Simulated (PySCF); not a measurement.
Species: C₉H₁₀O.
Numbering: `[CH3:1][O:2][C:3]1=[CH:4][C@H:5]2[CH:6]=[CH:7][C@@H:8]1[CH:9]=[CH:10]2` (hydrogens: H11, H12, H13 on C1; H14 on C4; H15 on C5; H16 on C6; H17 on C7; H18 on C8; H19 on C9; H20 on C10)

Method: PBE0-D3(BJ)/def2-SVP geometry optimisation, gas phase in PySCF 2.14.0.

(1) What internal coordinates does the optimisation give?

Results:

(1) 
| bond | length (bohr) | order |
| --- | --- | --- |
| C1–O2 | 2.648 | single |
| O2–C3 | 2.532 | single |
| C3=C4 | 2.531 | double |
| C4–C5 | 2.897 | single |
| C5–C6, C5–C10 | 2.896 | single |
| C6=C7, C9=C10 | 2.516 | double |
| C7–C8, C8–C9 | 2.893 | single |
| C3–C8 | 2.884 | single |
| C1–H11, C1–H12, C1–H13 | 2.083 | single |
| C4–H14 | 2.056 | single |
| C5–H15 | 2.072 | single |
| C6–H16, C10–H20 | 2.062 | single |
| C7–H17, C9–H19 | 2.061 | single |
| C8–H18 | 2.071 | single |

Bonds in one row agree within 0.02 bohr and their mean is given. Orders are formal, as drawn. A selection of angles:
| angle | degrees |
| --- | --- |
| O2–C1–H11 | 107.3 |
| O2–C1–H12 | 111.2 |
| H11–C1–H12 | 109.4 |
| H12–C1–H13 | 108.4 |
| C1–O2–C3 | 116.0 |
| O2–C3–C4 | 130.6 |
| O2–C3–C8 | 115.2 |
| C4–C3–C8 | 114.2 |
| C3–C4–C5 | 111.1 |
| C3–C4–H14 | 127.2 |
| C5–C4–H14 | 121.6 |
| C4–C5–C6 | 106.5 |
| C4–C5–H15 | 112.1 |
| C6–C5–C10 | 105.6 |
| C6–C5–H15 | 112.8 |
| C5–C6–C7 | 112.9 |
| C5–C6–H16 | 121.6 |
| C7–C6–H16 | 125.5 |
| C6–C7–C8 | 112.6 |
| C6–C7–H17 | 125.9 |
| C8–C7–H17 | 121.4 |
| C7–C8–C9 | 106.3 |
| C7–C8–H18 | 113.9 |
| C3–C8–C7 | 105.6 |
| C3–C8–H18 | 110.8 |

Torsions: C1–O2–C3–C4 0° (synperiplanar); O2–C3–C4–C5 180° (antiperiplanar); C3–C4–C5–C6 -56° (synclinal); C4–C5–C6–C7 56° (synclinal); C5–C6–C7–C8 1° (synperiplanar); C6–C7–C8–C9 56° (synclinal); C7–C8–C9–C10 -56° (synclinal); C8–C9–C10–C5 -1° (synperiplanar); O2–C3–C8–C7 -124° (anticlinal); C4–C5–C10–C9 -56° (synclinal).

Of the pairs four or more bonds apart, C1···H14 is among the closest relative to their van der Waals radii: 2.73 Å, 94 % of the sum of Bondi's values. The 6-membered ring C3–C4–C5–C10–C9–C8 has internal angles of 105.6° to 114.2°; it is puckered, 0.33 Å rms from its mean plane, widest ring torsion 56°. O2 (ether oxygen) is bent (angle 116.0°). The 2 C–O bonds span 1.340 Å (O2–C3, drawn single) to 1.402 Å (C1–O2, drawn single), a spread of 0.062 Å. The 6-membered ring C5–C6–C7–C8–C9–C10 has internal angles of 105.6° to 112.9°; it is puckered, 0.33 Å rms from its mean plane, widest ring torsion 57°. The C–C distances run from 1.331 Å (C9=C10, drawn double) to 1.533 Å (C4–C5, drawn single), a spread of 0.202 Å. The 6-membered ring C3–C4–C5–C6–C7–C8 has internal angles of 105.6° to 114.2° (sum 663°, against 720° for a flat polygon); it is puckered, 0.33 Å rms from its mean plane, widest ring torsion 56°.

Point group: Cs (every atom within 0.08 Å of its image). Stationary, but not proved a minimum. The numbers are those of one conformer.

On an Arm Neoverse V2 with one thread, no GPU, shared host with 32 logical CPUs at a one-minute load of 11, this took 81 s and 0.87 GiB of memory at its peak. These figures are those of the optimisation.
